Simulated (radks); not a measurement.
The gold ion Au+, configuration [Xe] 4f14 5d10. Method: Dirac Kohn-Sham, PBE, spin-unpolarised, spherical densities, finite nucleus; Fermi nuclear charge, rms radius 5.4371 fm; computed with a radial shooting solver on a logarithmic mesh with Libxc functionals.

Normalised radial functions P(r) = r R(r) (large component), r in bohr:

| r | 4f5/2 | 5d3/2 | 5d5/2 |
|---|---|---|---|
| 0.00113 | 0.0000 | 0.0000 | 0.0000 |
| 0.001508 | 0.0000 | 0.0000 | 0.0000 |
| 0.002011 | 0.0000 | 0.0001 | 0.0000 |
| 0.002682 | 0.0000 | 0.0002 | 0.0001 |
| 0.003577 | 0.0000 | 0.0004 | 0.0002 |
| 0.004771 | 0.0000 | 0.0007 | 0.0004 |
| 0.006363 | 0.0000 | 0.0015 | 0.0009 |
| 0.008487 | 0.0001 | 0.0030 | 0.0020 |
| 0.01132 | 0.0002 | 0.0060 | 0.0044 |
| 0.0151 | 0.0007 | 0.0121 | 0.0093 |
| 0.02014 | 0.0018 | 0.0236 | 0.0191 |
| 0.02686 | 0.0050 | 0.0447 | 0.0376 |
| 0.03582 | 0.0129 | 0.0806 | 0.0700 |
| 0.04778 | 0.0323 | 0.1353 | 0.1209 |
| 0.06423 | 0.0780 | 0.2074 | 0.1905 |
| 0.08567 | 0.1711 | 0.2707 | 0.2553 |
| 0.1143 | 0.3428 | 0.2787 | 0.2721 |
| 0.1524 | 0.6148 | 0.1722 | 0.1816 |
| 0.2033 | 0.9648 | -0.0632 | -0.0375 |
| 0.2711 | 1.2950 | -0.3273 | -0.2980 |
| 0.3616 | 1.4563 | -0.4201 | -0.4093 |
| 0.4823 | 1.3484 | -0.1996 | -0.2223 |
| 0.6433 | 1.0174 | 0.2557 | 0.2061 |
| 0.8579 | 0.6161 | 0.6915 | 0.6398 |
| 1.144 | 0.2909 | 0.8834 | 0.8540 |
| 1.526 | 0.1029 | 0.7994 | 0.8004 |
| 2.036 | 0.0259 | 0.5661 | 0.5887 |
| 2.715 | 0.0042 | 0.3206 | 0.3491 |
| 3.621 | 0.0004 | 0.1416 | 0.1634 |
| 4.83 | 0.0000 | 0.0454 | 0.0565 |

4f5/2: eigenvalue -91.476 eV, 0 radial nodes, <r> = 0.495 bohr, 90 % of the charge inside 0.796 bohr. 5d3/2: eigenvalue -16.299 eV, 2 radial nodes at r = 0.190, 0.553 bohr, <r> = 1.54 bohr, 90 % of the charge inside 2.40 bohr. 5d5/2: eigenvalue -14.732 eV, 2 radial nodes at r = 0.195, 0.566 bohr, <r> = 1.61 bohr, 90 % of the charge inside 2.52 bohr.
